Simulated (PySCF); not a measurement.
Input of a response calculation (the driver script's job line, then coordinates in Å):

```
{"job": {"kind": "uv", "xc": "CAM-B3LYP", "basis": "def2-SVPD", "nstates": 8, "ntriplets": 3}, "charge": 0, "multiplicity": 1}
C     -2.387108    -0.616290     0.643630
C     -1.194123     0.310652     0.483288
O     -0.503367    -0.057279    -0.711036
Ge     1.027360     0.445059    -1.324882
C      2.454971    -0.063386     0.030447
F      2.638249    -1.393394     0.084950
F      2.121519     0.327910     1.277885
F      3.656093     0.480188    -0.222388
H     -2.048740    -1.646859     0.708769
H     -3.048392    -0.522949    -0.213590
H     -2.932677    -0.360683     1.547840
H     -1.529902     1.350422     0.404432
H     -0.531361     0.223938     1.350571
H      1.135466     1.938588    -1.538131
H      1.137598    -0.407926    -2.543697
```

Theory: PySCF, TDDFT CAM-B3LYP/def2-SVPD, vertical, gas phase, core orbitals frozen in the response. Job line and output are in the format of a driver script around the code.

Give the output without the SCF cycles.

```
converged SCF energy = -2569.6589216237

Static polarisability (au): isotropic 73.124, principal 66.864 70.063 82.446

Singlet excitations
state   eV       nm        f      main configurations
  1   6.9370    178.7   0.00060   H->L 0.88
  2   7.6104    162.9   0.02147   H-1->L 0.86
  3   7.9254    156.4   0.04242   H->L+1 0.83
  4   7.9735    155.5   0.01963   H->L+2 0.78
  5   8.4246    147.2   0.00511   H->L+3 0.61, H-2->L 0.15
  6   8.5316    145.3   0.02826   H-1->L+2 0.46, H-1->L+1 0.33
  7   8.5859    144.4   0.00624   H-1->L+2 0.33, H-1->L+1 0.24, H->L+4 0.19
  8   8.6891    142.7   0.00894   H-2->L 0.53, H->L+4 0.12, H->L+3 0.10

Triplet excitations (Tamm-Dancoff, eV): 6.5681 7.1718 7.4326
```

Isolated species at its GFN2-xTB geometry (one conformer only). Relativistic effects, spin–orbit coupling among them, are left out although an element past zinc is present.

H and L stand for HOMO and LUMO.

Conformer computed: `[CH3:1][CH2:2][O:3][GeH2:4][C:5]([F:6])([F:7])[F:8]`: C1–C2–O3–Ge4 -170°, C2–O3–Ge4–C5 60°, O3–Ge4–C5–F6 70°.
